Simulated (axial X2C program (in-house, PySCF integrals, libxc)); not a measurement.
# MoSi along the bond: PBE0, 2c

Calculated with an axial X2C code built on PySCF integrals. Two-component (2c) means X2C with spin–orbit coupling and atomic mean-field two-electron Coulomb and Gaunt terms. Basis: Mo dyall-cv3z [11s12p9d5f3g], Si dyall-v3z [8s7p2d1f] (cores contracted in-house); Gaussian nuclei, density fitting, unrestricted open shells. Masses: Mo 97.905 u, Si 27.977 u.

State: Ω = 3 (⟨Sz⟩ = 2.00, ⟨Lz⟩ = 1.00 at PBE0). Dipoles are positive if Si is the positive end.

Results along the bond:

| R (Å) | μ (D) | HOMO (eV) | LUMO (eV) |
| --- | --- | --- | --- |
| 2.065 | -2.413 | -5.25 | -3.59 |
| 2.160 | -2.547 | -5.32 | -3.48 |
| 2.232 | -2.613 | -5.35 | -3.42 |
| 2.303 | -2.651 | -5.29 | -3.38 |
| 2.374 | -2.662 | -5.24 | -3.34 |
| 2.457 | -2.647 | -5.20 | -3.31 |
| 2.540 | -2.604 | -5.18 | -3.29 |
| 2.647 | -2.515 | -5.17 | -3.27 |
| 2.778 | -2.364 | -5.18 | -3.27 |
| 2.967 | -2.086 | -5.22 | -3.28 |

Occupations by symmetry block were frozen at the best pattern of an incomplete PBE0 search. Density functionals use the spin component along the axis (collinear). Other states lie close and PBE0, whose exact exchange favours high spin, may order them wrongly; the determinant shown need not be the ground state. The nearest other spin-free determinant of the search, M_S = 2, Λ = 0, lies 0.08 eV up at the distance of the search. Without a current term, density functionals place determinants with orbital angular momentum somewhat too high. With several unpaired electrons one determinant need not be a pure state. A state of lower Ω lies just above, and one determinant can place such states too high, so the state shown need not be the lowest. The search has Ω = 1 only 0.03 eV up. Open-shell Ω = 0 determinants with evenly filled partner blocks cannot be reached by this program, so the Ω shown need not be the lowest component. The determinant is spin-polarised beyond a pure state at some levels (its spin-free form has ⟨S²⟩ too high), which makes Re and μ there less reliable.
